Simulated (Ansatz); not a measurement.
Species: Se2, net charge 0, triplet state. SMILES: [Se]=[Se]

Atoms: Se1, Se2. Bonds: Se1-Se2.

Bond lengths (Å) and angles (degrees) optimised at HF/STO-3G with Ansatz (an electronic-structure program); HF/3-21G with Ansatz; HF/LANL2DZ with Ansatz; PBE/LANL2DZ with Ansatz; B3LYP/LANL2DZ with Ansatz; MP2/LANL2DZ with Ansatz, each started from the B3LYP-D3(BJ)/def2-TZVP structure (Ansatz) of the last column. A row stands for all coordinates that are equal there.

```tsv
coordinate	HF/STO-3G	HF/3-21G	HF/LANL2DZ	PBE/LANL2DZ	B3LYP/LANL2DZ	MP2/LANL2DZ	B3LYP-D3(BJ)/def2-TZVP
Se1-Se2	2.214	2.357	2.358	2.342	2.332	2.232	2.188
```

Mean signed difference of all 1 bond lengths from B3LYP-D3(BJ)/def2-TZVP: HF/STO-3G 0.026 Å, HF/3-21G 0.169 Å, HF/LANL2DZ 0.170 Å, PBE/LANL2DZ 0.154 Å, B3LYP/LANL2DZ 0.144 Å, MP2/LANL2DZ 0.044 Å.
